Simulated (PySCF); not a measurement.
These 2 structures share the formula C3H7BSi. The calculation used PBE0-D3(BJ)/def2-SVP geometry optimisation, gas phase in PySCF. One conformer each; no zero-point energy, no entropy. No frequencies were run at this level. Point groups hold within 0.08 Å.

**Question.** Rank from lowest to highest electronic energy at this level (kcal/mol).
A. `[BH2:1][SiH2:2][CH:3]=[C:4]=[CH2:5]` with H–B1–Si2–C3 -74° and 99°, B1–Si2–C3–C4 -100°
B. `[BH2:1][C@H:2]1[SiH2:3][C:4]1=[CH2:5]` with H–B1–C2–Si3 -65° and 114°

**Answer.** B (0.0), A (15.4).

As drawn, the lower has a three-membered ring, which the higher lacks; the higher has cumulated double bonds, which the lower lacks.

```tsv
SMILES	E (Eh)	E rel (kcal/mol)	dipole (D)	point group	A, B, C (MHz)
B[C@H]1[SiH2]C1=C	-432.29377	0.0	2.00	C1	6117, 3651, 2592
B[SiH2]C=C=C	-432.26930	15.4	0.40	C1	8488, 1949, 1812
```
